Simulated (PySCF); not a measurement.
F2H5NSi2.

```xyz
10

Si     0.8605    -0.2875     0.0000
F      1.7652     0.1274    -1.2710
F      1.7652     0.1274     1.2710
N     -0.6183     0.5597     0.0000
Si    -2.2464    -0.0833     0.0000
H      0.6321    -1.7426     0.0000
H     -0.5443     1.5757     0.0000
H     -3.0044     0.3585     1.2089
H     -3.0044     0.3585    -1.2089
H     -2.1235    -1.5689     0.0000
```

Coordinates come from a PBE0-D3(BJ)/def2-SVP optimisation. The values are those of a single conformer.

All values below come from B3LYP/pcSseg-1 (PySCF). Non-relativistic, no solvent.

Computed absolute GIAO shielding of each atom: isotropic value and principal components (ppm):
```json
[
 {"atom": "Si1", "σ(iso)": "382.2", "σ11": "359.5", "σ22": "367.6", "σ33": "419.4", "span": "59.9"},
 {"atom": "F2", "σ(iso)": "312.9", "σ11": "250.5", "σ22": "302.0", "σ33": "386.3", "span": "135.7"},
 {"atom": "F3", "σ(iso)": "312.9", "σ11": "250.5", "σ22": "302.0", "σ33": "386.3", "span": "135.7"},
 {"atom": "N4", "σ(iso)": "230.9", "σ11": "185.6", "σ22": "229.1", "σ33": "278.0", "span": "92.5"},
 {"atom": "Si5", "σ(iso)": "398.2", "σ11": "349.9", "σ22": "391.3", "σ33": "453.5", "span": "103.7"},
 {"atom": "H6", "σ(iso)": "27.0", "σ11": "23.4", "σ22": "25.1", "σ33": "32.5", "span": "9.1"},
 {"atom": "H7", "σ(iso)": "30.8", "σ11": "22.8", "σ22": "28.4", "σ33": "41.2", "span": "18.5"},
 {"atom": "H8", "σ(iso)": "26.8", "σ11": "23.0", "σ22": "25.1", "σ33": "32.2", "span": "9.2"},
 {"atom": "H9", "σ(iso)": "26.8", "σ11": "23.0", "σ22": "25.1", "σ33": "32.2", "span": "9.2"},
 {"atom": "H10", "σ(iso)": "26.9", "σ11": "23.9", "σ22": "26.0", "σ33": "30.8", "span": "6.9"}
]
```
